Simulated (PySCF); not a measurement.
## Whose spectrum? (BN-doped PAH)

All values: TDA CAM-B3LYP/def2-SVP, gas phase, PySCF SCF with an in-house response code, fitting set def2-universal-JFIT up to Ne and JKFIT beyond, grid level 1 (kernel 0), vertical, one conformer each, geometries GFN2-xTB; core orbitals frozen in the response, virtual orbitals above 1.5 Eh left out. The lowest 6 singlets were sought, and the brightest is taken among them. The runs took 3 to 6 CPU minutes each on shared server CPUs.

One system has its HOMO at -6.75 eV, its LUMO at -1.01 eV and these singlet states:

```csv
state,eV,f
S1,3.73,0.107
S2,3.85,0.205
S3,4.62,0.104
S4,4.73,0.273
S5,5.00,0.351
S6,5.07,0.229
```

(1) Which is it?
A. B1C=c2c3cccc4ccc5ccc6ccc(c2c6c5c43)N1 (C20H12BN)
B. B1C=c2ccc3ccc4ccc5cccc6c(c2c3c4c56)O1 (C20H11BO)
C. B1C=Cc2ccc3ccc4ccc5cccc6c5c4c3c2N16 (C20H12BN)
D. B1Nc2cccc3c4cccc5ccc6ccc1c(c23)c6c54 (C20H12BN)

(2) How do the candidates compare?

Answers

(1) A.

(2) 
```
                               system  HOMO / eV  LUMO / eV  S1 / eV  f(S1)  brightest state sought / eV
  B1C=Cc2ccc3ccc4ccc5cccc6c5c4c3c2N16      -6.57      -0.71     3.65  0.181                         4.94
B1C=c2c3cccc4ccc5ccc6ccc(c2c6c5c43)N1      -6.75      -1.01     3.73  0.107                         5.00
B1C=c2ccc3ccc4ccc5cccc6c(c2c3c4c56)O1      -6.58      -1.47     3.38  0.498                         3.38
 B1Nc2cccc3c4cccc5ccc6ccc1c(c23)c6c54      -6.83      -0.79     3.88  0.045                         5.12
```
